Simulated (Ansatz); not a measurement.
Geometry optimisation, RKS BHLYP/cc-pVDZ (Ansatz 0.2.0).

Input:

```yaml
crystal:
  periodic: [false, false, false]
  atoms:
    - { symbol: "N", position_ang: [-1.2223, -0.1159, 1.6154] }
    - { symbol: C, position_ang: [0.1659, -0.1358, 1.3185] }
    - { symbol: C, position_ang: [0.4436, -0.3415, -0.2023] }
    - { symbol: "N", position_ang: [-0.4321, -1.2699, -0.7966] }
    - { symbol: Si, position_ang: [0.5668, 1.2666, -1.2064] }
    - { symbol: H, position_ang: [-1.6341, 0.8401, 1.2735] }
    - { symbol: H, position_ang: [-1.691, -0.745, 0.9776] }
    - { symbol: H, position_ang: [-0.92568, -0.48542, 2.54118] }
    - { symbol: H, position_ang: [0.6726, 0.7703, 1.7691] }
    - { symbol: H, position_ang: [1.4706, -0.8029, -0.2434] }
    - { symbol: H, position_ang: [-0.4994, -2.1551, -0.2439] }
    - { symbol: H, position_ang: [-0.1878, -1.5192, -1.7217] }
    - { symbol: H, position_ang: [1.6191, 2.1499, -0.6843] }
    - { symbol: H, position_ang: [0.8229, 0.9722, -2.5987] }
    - { symbol: H, position_ang: [-0.7131, 2.0166, -1.091] }
basis:
  gaussian: { orbitals: cc-pVDZ }
hamiltonian:
  xc: { name: BHLYP }
relax:
  f_tol: 0.02
  max_steps: 50
```

Run as:

```bash
$ ansatz run input.yaml --threads 2 --pin off --max-ram 3072MiB --backend cpu --events-out ev --progress --plain --runs-dir out
```

Task: Where does it end, and by what steps?

Result: The run converged. After 9 steps the energy has fallen by 1.649 eV; H8 moved furthest, 0.72 Å.

```json
{"step": "0", "energy less start (eV)": "0.0000", "largest force component (eV/Å)": "4.111", "accepted": "yes"}
{"step": "1", "energy less start (eV)": "-1.0939", "largest force component (eV/Å)": "1.769", "accepted": "yes"}
{"step": "2", "energy less start (eV)": "-1.4802", "largest force component (eV/Å)": "0.846", "accepted": "yes"}
{"step": "3", "energy less start (eV)": "-1.5879", "largest force component (eV/Å)": "0.400", "accepted": "yes"}
{"step": "4", "energy less start (eV)": "-1.6292", "largest force component (eV/Å)": "0.371", "accepted": "yes"}
{"step": "5", "energy less start (eV)": "-1.6421", "largest force component (eV/Å)": "0.128", "accepted": "yes"}
{"step": "6", "energy less start (eV)": "-1.6465", "largest force component (eV/Å)": "0.100", "accepted": "yes"}
{"step": "7", "energy less start (eV)": "-1.6484", "largest force component (eV/Å)": "0.050", "accepted": "yes"}
{"step": "8", "energy less start (eV)": "-1.6491", "largest force component (eV/Å)": "0.029", "accepted": "yes"}
{"step": "9", "energy less start (eV)": "-1.6494", "largest force component (eV/Å)": "0.011", "accepted": "yes"}
```

```xyz
15
Properties=species:S:1:pos:R:3
N -1.182 0.044 1.430
C 0.305 -0.323 1.350
C 0.584 -0.424 -0.145
N -0.368 -1.411 -0.680
Si 0.456 1.230 -1.107
H -1.477 0.997 1.189
H -1.600 -0.578 0.729
H -1.555 -0.188 2.340
H 0.848 0.520 1.799
H 1.633 -0.741 -0.243
H -0.175 -2.300 -0.227
H -0.258 -1.550 -1.676
H 1.645 2.064 -0.784
H 0.357 1.110 -2.595
H -0.756 1.995 -0.673
```

Whether the end is a true minimum wasn't checked by a vibrational analysis.

Time of the run: 34 s on 2 threads of INTEL(R) XEON(R) PLATINUM 8581C CPU @ 2.10GHz (Emerald Rapids), on a shared host, peak memory 0.32 GiB.
